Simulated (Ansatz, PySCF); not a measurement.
Gas-phase reaction in SMILES: F[SiH](F)F → F[Si](F)F + H atom (the H-Si bond at the site shown breaks; other sites are not compared here)
Geometries: B3LYP-D3(BJ)/def2-TZVP minima from Ansatz (an electronic-structure program).

Quantity: bond dissociation energy (0 K, with B3LYP-D3(BJ) harmonic zero-point energies from PySCF), in kcal/mol. Correlated levels leave the core frozen unless marked. UHF or UKS for open shells. Spin-orbit coupling is left out. No relativistic terms. CBS marks a two-point X^-3 extrapolation of the correlation energy; Hartree-Fock from the larger set. [CCSD(T)-MP2]/basis is that difference in the basis named.

RI-MP2/CBS(cc-pV(T+d)Z,cc-pV(Q+d)Z)+[CCSD(T)-MP2]/cc-pV(T+d)Z (Ansatz) gives 100.6 kcal/mol.

### Question
Another calculation gave 99.2 kcal/mol. Which level was it?
A. B3LYP/def2-TZVPD (Ansatz)
B. wB97M-V/def2-TZVPD (Ansatz)
C. HSE06/def2-TZVPD (Ansatz)
D. revPBE/def2-TZVPD (Ansatz)

### Answer
B, wB97M-V/def2-TZVPD (Ansatz). The others give 96.2 (B3LYP), 93.3 (HSE06), 89.2 (revPBE) kcal/mol.
